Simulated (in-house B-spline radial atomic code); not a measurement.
# How G0W0 and RPA depend on the start: Cu-

Configuration [Ar] 3d10 4s2. Computed with a B-spline radial code for spherical atoms: all electrons, scalar-relativistic (spin-free one-electron X2C), finite nucleus, each spin shell either full or empty, empty states to l = 9 with an (l + 1/2)⁻⁴ tail; G0W0 by contour deformation at full frequency.

The anion's configuration is assumed.

```tsv
start	mean-field 4s (eV)	G0W0 (eV)	QP weight	RPA correlation (Eh)
Hartree-Fock	-0.604	-1.122	0.845	-2.0244
LC-wPBE	-1.264	?	?	?
wB97X	-1.284	-1.328	0.901	-2.1949
CAM-B3LYP	-0.459	?	?	?
```

(1) What G0W0 level, weight and RPA correlation energy follow from the CAM-B3LYP start?

(2) What G0W0 level, weight and RPA correlation energy follow from the LC-wPBE start?

(3) How much of the dependence on the start does G0W0 remove?

## Answers

(1) G0W0 level -1.134 eV, weight 0.806, RPA correlation -2.2205 hartree.

(2) G0W0 level -1.310 eV, weight 0.898, RPA correlation -2.2057 hartree.

(3) The mean-field levels span 0.825 eV and the G0W0 levels 0.205 eV. Against 1.235 eV (electron affinity of the neutral atom) the G0W0 removal energies are off by -0.11 to +0.09 eV, with spin-orbit coupling, Breit and QED terms left out.
